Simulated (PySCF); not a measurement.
Q: What does the PBE0-D3(BJ)/def2-SVP structure of `CC([Si@@H]1CC[SiH2]N1)=O` look like in three dimensions?

A: 
```
atom  x, y, z in Å
C1     2.635    0.684   -0.514
C2     2.090   -0.347    0.438
O3     2.752   -1.291    0.818
Si4    0.252   -0.278    1.033
C5    -0.799   -1.414   -0.062
C6    -2.206   -0.799   -0.199
Si7   -2.025    1.083   -0.244
N8    -0.565    1.229    0.707
H9     3.675    0.446   -0.779
H10    2.011    0.727   -1.421
H11    2.579    1.685   -0.056
H12    0.271   -0.662    2.478
H13   -0.306   -1.459   -1.049
H14   -0.825   -2.449    0.314
H15   -2.749   -1.197   -1.072
H16   -2.816   -1.044    0.687
H17   -3.185    1.804    0.370
H18   -1.870    1.615   -1.638
H19   -0.256    2.115    1.092
```

Orientation and origin are arbitrary. Atoms count from 1 in this order. The 5-membered ring Si4–C5–C6–Si7–N8 has internal angles of 98.6° to 114.9°; it is puckered, 0.16 Å rms from its mean plane, widest ring torsion 35°. The 2 C–C bonds span 1.505 Å (C1–C2, drawn single) to 1.541 Å (C5–C6, drawn single), a spread of 0.036 Å. Si4 (SiH silicon) is distorted tetrahedral (angles from 98.6° to 114.7°). Si7 (SiH2 silicon) is distorted tetrahedral (angles from 98.6° to 113.3°).

Bonds between heavy atoms (Å): C1–C2 1.505, C2=O3 1.214, C2–Si4 1.933, Si4–C5 1.895, C5–C6 1.541, C6–Si7 1.892, Si7–N8 1.748, Si4–N8 1.746.

Method: PySCF, PBE0-D3(BJ)/def2-SVP geometry optimisation, gas phase.

Point group: C1 (no symmetry element, even within 0.4 Å). Stationary, but not proved a minimum. The numbers are those of one conformer (C1–C2–Si4–C5 95°, C2–Si4–C5–C6 -147°, Si4–C5–C6–Si7 35°, C5–C6–Si7–N8 -29°, C6–Si7–N8–Si4 10°).
